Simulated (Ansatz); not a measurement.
Basis sets compared for TcO₃F. Total charge 0; singlet. Geometry r2SCAN-D4/def2-SVP. Ansatz on 4 threads of Intel Xeon Platinum 8259CL on a shared host; times are rough, and most runs start from earlier orbitals.

| atom | x (Å) | y (Å) | z (Å) |
| --- | --- | --- | --- |
| Tc1 | -0.0056 | 0.0140 | -0.0203 |
| O2 | -1.5790 | 0.5710 | 0.0878 |
| O3 | 1.0336 | 1.3218 | -0.1067 |
| O4 | 0.1556 | -0.9060 | -1.4077 |
| F5 | 0.3953 | -1.0008 | 1.4469 |

In the def2 sets Tc takes a core potential; there is no spin–orbit coupling. The restricted singlet is unstable towards broken spin symmetry in Hartree–Fock (as tested in another run); at PBE-D4/def2-SVP, PBE0-D4/def2-SVP, PBE0-D4/def2-TZVP this wasn't settled.

Binding counts from free atoms (Tc sextet, O triplet, F doublet) in the same basis, without a counterpoise term.

```tsv
level	functions	energy (Eh)	HOMO (eV)	LUMO (eV)	binding per atom (eV)	wall time
PBE-D4/def2-SVP	87	-405.9199	-8.55	-4.65	5.12	0.7 s
PBE0-D4/def2-SVP	87	-405.7878	-10.34	-4.20	4.31	0.75 s
```

Problem. Estimate the rows for PBE-D4/def2-TZVP, PBE0-D4/def2-TZVP.

Solution. 
```tsv
level	functions	energy (Eh)	HOMO (eV)	LUMO (eV)	binding per atom (eV)	wall time
PBE-D4/def2-TZVP	164	-406.3426	-8.64	-4.74	5.04	1.5 s
PBE0-D4/def2-TZVP	164	-406.2148	-10.34	-4.18	4.28	1.9 s
```
